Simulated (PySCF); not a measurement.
Compound: C2H8BNO.
SMILES with atom numbers: `[NH3+:1][B@H-:2]1[CH2:3][CH2:4][O:5]1` (hydrogens: H6, H7, H8 on N1; H9 on B2; H10, H11 on C3; H12, H13 on C4)

Method: PBE0-D3(BJ)/def2-SVP geometry optimisation, gas phase in PySCF; density fitting, grid level 1; the optimiser is geomeTRIC in internal coordinates, started from a GFN2-xTB structure with every atom displaced at random (about 0.01 Å).

Step 0: E = -6406.3158 eV
```
atom  x, y, z in Å  |  force x, y, z in eV/Å
N1      1.7186    0.1015   -0.2522   -1.648   1.774  -0.126
B2      0.2890    0.2922    0.7194   -0.081  -0.669  -0.588
C3     -0.9818    0.6432   -0.2474    0.589  -0.035   0.599
C4     -1.2662   -0.8205    0.0161   -2.005  -0.326   0.492
O5     -0.2066   -1.0724    0.8802    0.905   0.114   0.660
H6      2.0768    1.0246   -0.5311    0.041  -0.461   0.113
H7      1.4265   -0.4146   -1.0688    0.113  -0.331  -0.347
H8      2.3767   -0.4018    0.2865    1.101  -0.791   0.644
H9      0.6592    0.9092    1.6881    0.194   0.244   0.253
H10    -0.7983    0.8814   -1.2793    0.135   0.348  -0.940
H11    -1.7318    1.3189    0.1517   -0.257   0.340   0.147
H12    -1.2474   -1.4771   -0.8602   -0.018  -0.265  -0.471
H13    -2.2824   -0.9962    0.5170    0.932   0.059  -0.436
```

Step 1: E = -6406.4649 eV
```
atom  x, y, z in Å  |  force x, y, z in eV/Å
N1      1.6986    0.1672   -0.2268    0.145  -0.415   0.237
B2      0.2977    0.2416    0.6639    0.077   0.073  -0.019
C3     -0.9715    0.6207   -0.2777   -0.071   0.023  -0.036
C4     -1.3365   -0.8391    0.0418    0.324  -0.110   0.003
O5     -0.1662   -1.1278    0.8108   -0.002   0.058  -0.099
H6      2.1220    1.0806   -0.3985   -0.034  -0.054  -0.040
H7      1.5092   -0.3108   -1.1105    0.078   0.105  -0.023
H8      2.3632   -0.4168    0.3002   -0.171   0.241  -0.193
H9      0.6515    0.8774    1.6597   -0.102  -0.027  -0.001
H10    -0.7891    0.8142   -1.3523   -0.032   0.002   0.124
H11    -1.6788    1.3755    0.0939   -0.015  -0.018  -0.011
H12    -1.4281   -1.5090   -0.8383    0.003   0.014   0.029
H13    -2.2397   -0.9854    0.6539   -0.200   0.108   0.030
```

Problem. Estimate the geometry and energy of step 2. (The exact step hangs on the optimiser's Hessian estimate; all steps are aligned on step 1, rigid shifts and turns removed.)

Solution. E = -6406.4736 eV, largest force 0.161 eV/Å
```
atom  x, y, z in Å  |  force x, y, z in eV/Å
N1      1.7033    0.1593   -0.2266   -0.025  -0.132   0.089
B2      0.2987    0.2426    0.6615    0.043   0.052  -0.014
C3     -0.9753    0.6202   -0.2747    0.008   0.024  -0.027
C4     -1.3314   -0.8404    0.0425    0.086  -0.057   0.080
O5     -0.1612   -1.1266    0.8087   -0.086  -0.014  -0.061
H6      2.1225    1.0724   -0.4021   -0.002   0.025  -0.021
H7      1.5270   -0.3127   -1.1150    0.014   0.037  -0.024
H8      2.3702   -0.4125    0.2968   -0.008   0.045  -0.021
H9      0.6371    0.8776    1.6608   -0.020  -0.005  -0.006
H10    -0.7976    0.8191   -1.3456   -0.010   0.017   0.007
H11    -1.6886    1.3678    0.0995    0.004  -0.008   0.008
H12    -1.4245   -1.5109   -0.8358   -0.008  -0.005   0.012
H13    -2.2479   -0.9675    0.6499    0.004   0.019  -0.023
```

The energy changes by -0.0087 eV. The first-order estimate −F·Δx gives -0.0150 eV and the mean of the old and new forces, exact on a quadratic surface, -0.0088 eV. The step makes an angle of 62° with the force vector and moves no atom by more than 0.020 Å.

The cost below is that of the whole optimisation. Time: 20 s of wall time; peak memory 0.44 GiB. Hardware: one thread, Arm Neoverse V1 (aarch64) (shared host).
